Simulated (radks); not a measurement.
All-electron atom: Tb I in [Xe] 4f9 6s2. All-electron calculation, scalar-relativistic Kohn-Sham, PBEsol, spin-polarised, spherical densities, point nucleus; open shells are filled with parallel spins first (spin-orbit coupling, left out, can overturn this in heavy ions). Program: a radial shooting solver on a logarithmic mesh with Libxc functionals.

Normalised radial functions P(r) = r R(r), r in bohr:

```
   r/bohr * 6p up (the largest magnitude, 0.456, reaches the edge; | marks zero)
 0.001473                             *
 0.002029                             *
 0.002794                             *
 0.003848                             *
 0.005342                             *
 0.007356                             *
  0.01013                             |*
  0.01395                             |*
  0.01937                             | *
  0.02667                             | *
  0.03673                             |  *
  0.05058                             |  *
  0.07021                             | *
  0.09669                             *
   0.1332                          *  |
   0.1834                         *   |
   0.2546                            *|
   0.3506                             |   *
   0.4828                             |     *
   0.6648                             *
   0.9229                     *       |
    1.271                   *         |
     1.75                         *   |
     2.41                             |        *
    3.346                             |                    *
    4.608                             |                          *
    6.346                             |                      *
    8.739                             |             *
    12.13                             |     *
    16.71                             |*
```

6p up (empty): eigenvalue -1.178 eV, 4 radial nodes at r = 0.0928, 0.272, 0.676, 1.94 bohr, <r> = 5.84 bohr, 90 % of the charge inside 8.87 bohr.
